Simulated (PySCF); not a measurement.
H$_{2}$Be, triplet, at a GFN2-xTB geometry (such geometries of metal compounds can be far from the true shape) (a higher spin typed on purpose: for a closed-shell molecule this is an excited state). Base run: M062X/cc-pVDZ run with PySCF.

PySCF was given this input:
```python
from pyscf import gto, scf, dft

mol = gto.M(
    atom='''
Be   -0.05315013    0.26940729    0.24031424
H     0.48591557   -1.04044807    0.16569329
H    -0.27331505   -0.03718111   -1.12695024
''',
    basis='cc-pvdz',
    spin=2,
    verbose=4,
    symmetry=True,
)

mf = dft.UKS(mol)
mf.xc = 'm062x'
mf.kernel()
mf.analyze()
```

Each row names what was changed in the base input (with any setting that the change needs).

```tsv
change	ΔE vs base (eV)	point group used	SCF cycles
base	0.00	C2v	8
irrep_nelec = A1:(3, 2) A2:(1, 0) B1:(0, 0) B2:(0, 0)	19.21	C2v	8
irrep_nelec = A1:(3, 2) A2:(0, 0) B1:(1, 0) B2:(0, 0)	5.85	C2v	8
irrep_nelec = A1:(4, 2) A2:(0, 0) B1:(0, 0) B2:(0, 0)	10.16	C2v	10
symmetry_subgroup = Cs	0.00	Cs	8
symmetry_subgroup = C2	0.00	C2	8
irrep_nelec = A1:(2, 2) A2:(0, 0) B1:(0, 0) B2:(2, 0)	5.15	C2v	9
symmetry = off	0.00	C1	8
```

Open shells are given as the SCF converged; they aren't shown to be the lowest states, and a large step between rows can be another state.
